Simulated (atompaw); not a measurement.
**Building the PAW (atompaw) potential for Ce (PBE, scalar-relativistic).**

atompaw 4.2.0.5 input, output lines left out:

```
Ce 58
GGA-PBE scalarrelativistic loggrid 2001 logderivrange -4 5 226
6 6 5 4 0 0
6 0 1
6 1 0
5 2 1
4 3 1
0 0 0
c
c
c
c
c
v
c
c
c
v
v
c
c
v
v
3
2.85 2.45 2.35 2.25
y
1.75
n
n
y
0.5
n
y
3.8
n
custom rrkj gramschmidtortho sinc
4 0 troulliermartins
2.85
2.85
2.15
2.85
2.85
2.85
1.85
1.85
```

Poles of the logarithmic derivatives, all-electron (AE) and pseudo (PS). s: poles at -3.3, 3.0 (AE) and 2.7, 4.3 (PS) Ry. p: poles at -1.8, 4.4 (AE) and -1.8, 4.7 (PS) Ry. d: poles at 0.4 (AE) and 0.4 (PS) Ry. f: poles at -0.8, 3.2 (AE) and -0.8, 3.2 (PS) Ry. Test radius 2.85 bohr.

* Cutoffs needed: 35 Ry and 45 Ry (the cutoffs (Ry, on a coarse ladder) from which the occupation-weighted sum of valence levels, in a spherical-Bessel basis at the reference potential, stays within 10 and 1 mRy of its value at 400 Ry)
* Ghost test: ghost state, extra bound levels that the all-electron valence spectrum of the same l lacks: s at -186.4 eV; a true bound ghost makes a file unfit for plane-wave use (spherical-Bessel basis up to 400 Ry, 20 bohr box)
* Lowest eigenvalue of the overlap operator: 0.01 (s channel)
* Overlap eigenvalues printed by atompaw (projector basis): 0.0111, 0.014, 0.0491, 0.568, 0.6, 1.82, 6.78, 87.2
* Share of each valence orbital outside the PAW sphere: 6s 83 %, 5p 5 %, 6p 93 %, 5d 38 %, 4f 2 %
